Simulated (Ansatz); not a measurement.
Basis-set series for `[Cl][SnH2][SeH]`. The species carries charge 0 and has multiplicity 1. Sn takes the def2 core potential. All single points use the PBE0-D4/def2-TZVP geometry. It is one conformer, not always the lowest.

```json
{"functional": "PBE0-D4", "basis": "def2-SVP", "functions": "91", "energy (Eh)": "-3077.04239", "HOMO (eV)": "-7.28", "LUMO (eV)": "-1.10"}
{"functional": "PBE0-D4", "basis": "def2-TZVPP", "functions": "182", "energy (Eh)": "-3077.50842", "HOMO (eV)": "-7.41", "LUMO (eV)": "-1.34"}
{"functional": "ωB97M-V", "basis": "def2-SVP", "functions": "91", "energy (Eh)": "-3077.25464", "HOMO (eV)": "-9.40", "LUMO (eV)": "0.91"}
{"functional": "ωB97M-V", "basis": "def2-TZVPP", "functions": "182", "energy (Eh)": "-3077.71946", "HOMO (eV)": "-9.56", "LUMO (eV)": "0.51"}
```

Task: Give the rows for def2-QZVPP. (Estimate.)

Result: The calculation gave: 
```tsv
functional	basis	functions	energy (Eh)	HOMO (eV)	LUMO (eV)
PBE0-D4	def2-QZVPP	331	-3077.57499	-7.43	-1.40
ωB97M-V	def2-QZVPP	331	-3077.78396	-9.59	0.35
```

Positive LUMOs are unbound and depend on the basis. Scalar relativity is left out up to krypton.

Results of the Gaussian-basis code of Ansatz.
